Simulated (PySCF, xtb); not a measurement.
Al(H)2(NH2) (AlH4N), SMILES [NH2][AlH2].

Harmonic wavenumbers (cm⁻¹) from GFN2-xTB run with xtb at its own minimum, in rising order: 99, 376, 410, 462, 685, 754, 852, 1499, 1801, 1820, 3386, 3394.

Question: What does B3LYP-D3(BJ)/def2-TZVP (PySCF 2.14.0) give at its own minimum? (An estimate is asked for; the answer gives what the named calculation found.)

Answer: 431, 452, 496, 610, 741, 760, 830, 1575, 1943, 1948, 3566, 3650. Paired by order, the mean absolute difference is 126 cm⁻¹ and the zero-point energies are 22.2 and 24.3 kcal/mol.
